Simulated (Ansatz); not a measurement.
Isolated molecules relaxed with PBE0-D4/def2-TZVP in Ansatz; ΔE leaves out vibrations. CCSD(T)/CBS adds triple-zeta CCSD(T) − MP2 to the extrapolated MP2 energy (def2 sets, frozen cores). Each species was taken in one conformer, which may not be the lowest.

`C=C[C](=C)[AlH2]` + `CC(=N)O` → `C/C(O)=[N]\[AlH2]` + `C=CC=C`  (ligand exchange at the Al–C bond)

```json
{"species": "`C=C[C](=C)[AlH2]`", "CCSD(T)/CBS(def2) energy (Eh)": "-398.37849"}
{"species": "`CC(=N)O`", "CCSD(T)/CBS(def2) energy (Eh)": "-208.98810"}
{"species": "`C/C(O)=[N]\\[AlH2]`", "CCSD(T)/CBS(def2) energy (Eh)": "-451.62191"}
{"species": "`C=CC=C`", "CCSD(T)/CBS(def2) energy (Eh)": "-155.77789"}
```

Problem. Work out ΔE.

Solution. ΔE = (-451.62191) + (-155.77789) − (-398.37849) − (-208.98810) = -0.03321 Eh = -0.90 eV.

Largest T1 diagnostic among the species: 0.014.

In def2-TZVPP, CCSD(T) changes the Hartree–Fock value by +0.11 eV (the triples alone add +0.01 eV) and MP2 by +0.08 eV. The D4 term adds +0.04 eV with B3LYP and +0.02 eV with PBE0; it sums over pairs of atoms, weighted by their polarisabilities, and B3LYP, whose exchange is more repulsive, gets the larger term.

B3LYP here is the variant with VWN-RPA as its local correlation; programs differ in this.
